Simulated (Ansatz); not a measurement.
Mulliken charges of `[F][Zr]([SH])([Cl])[Cl]` from PBE/def2-TZVPP in Ansatz (PBE0-D4/def2-TZVP geometry).

```
atom   x (Å)   y (Å)   z (Å)  charge (e)
  F1   0.095  -1.795  -0.696      -0.304
 Zr2  -0.280   0.022  -0.396       0.957
  S3   0.899   0.662   1.621      -0.291
 Cl4  -2.562   0.369  -0.089      -0.249
 Cl5   0.467   1.336  -2.167      -0.249
  H6   1.380  -0.594   1.727       0.136
```

Question: By hand: the dipole of these point charges (1 e Å = 4.8032 D).

Answer: Σ q r = (0.151, -0.131, 0.158) e Å, of length 0.255 e Å = 1.22 D.

Question: How does the dipole of the full density compare? (Best estimate.)

Answer: The calculation gave: (0.114, -0.141, 0.100) e Å, 0.99 D; the point charges give 1.23 times that, at 13° from its direction.

Point charges leave out the atoms' own dipoles, such as those of lone pairs, and Mulliken's split depends on the basis, so the two needn't agree.
